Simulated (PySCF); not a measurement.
**What PySCF settings do for Be²⁺**

Base input, run as `OMP_NUM_THREADS=1 python input.py` with PySCF 2.14:

```python
from pyscf import gto, scf

mol = gto.M(
    atom='Be 0 0 0',
    basis='jorge-dzp',
    charge=2,
    spin=0,
    verbose=3,
)
mf = scf.UHF(mol)
mf = mf.density_fit(auxbasis='def2-universal-jkfit')
mf.kernel()
mf.analyze()
print('orbital energies (hartree):', [e[max(0, n-3):n+3].round(4) for e, n in zip(mf.mo_energy, mol.nelec)])
```

Base result: E(SCF) = -13.610578 Eh. No search for the lowest solution was made.

Run time: 0.9 s on 1 thread of Arm Neoverse V1 (shared host), peak memory 0.12 GiB.

Each row names what differs from the base; energies in brackets are changes from the base.

| change | result | wall time (s) |
| --- | --- | --- |
| basis set: jorge-dzp → cc-pvtz | E(SCF) = -13.611162 Eh (-0.0159 eV) | 0.79 |
| spin (2S): 0 → 4 [unsound on purpose] | stops with AssertionError | 0.7 |
| spin (2S): 0 → 2 [a high spin state] | E(SCF) = -9.253990 Eh (+118.5488 eV) | 0.88 |
| basis set: jorge-dzp → 3-21g | E(SCF) = -13.530288 Eh (+2.1848 eV) | 0.77 |
| PCM solvent, dielectric constant: none → 78.36 | E(SCF) = -14.179667 Eh (-15.4857 eV) | 1 |
| step after the SCF: analyze → tdhf; number of roots: default → 6 | E(SCF) = -13.610578 Eh (+0.0000 eV), first excitations without spin–orbit coupling 119.52, 122.43, 125.00, 125.00, 125.00 eV | 0.89 |
| spin-free X2C: off → on [basis contracted without relativity] | E(SCF) = -13.612892 Eh | 0.88 |
| step after the SCF: analyze → fci | E(SCF) = -13.610578 Eh (+0.0000 eV), E(FCI) − E(SCF) = -0.01434 Eh | 0.93 |
| smearing width (hartree): none → 0.005 | E(SCF) = -13.610578 Eh (+0.0000 eV) | 0.82 |
| step after the SCF: analyze → eomee; frozen orbitals: default → 0; number of roots: default → 6 | E(SCF) = -13.610578 Eh (+0.0000 eV), E(CCSD) − E(SCF) = -0.01398 Eh, excitation roots 118.929, 118.929, 118.929, 121.363, 124.119, 124.119 eV | 4.6 |
| step after the SCF: analyze → stability | E(SCF) = -13.610578 Eh (+0.0000 eV), internal stable; real -> complex stable; UHF/UKS -> GHF/GKS stable | 0.9 |
| basis set: jorge-dzp → 6-31+g* | E(SCF) = -13.609746 Eh (+0.0226 eV) | 0.79 |
| step after the SCF: analyze → ccsd(t); frozen orbitals: default → 0 | E(SCF) = -13.610578 Eh (+0.0000 eV), E(CCSD) − E(SCF) = -0.01398 Eh | 1.2 |
| cycle limit: 50 → 3 [unsound on purpose] | not converged: SCF | 0.88 |
| basis set: jorge-dzp → 6-31g(3d) | E(SCF) = -13.609739 Eh (+0.0228 eV) | 0.8 |
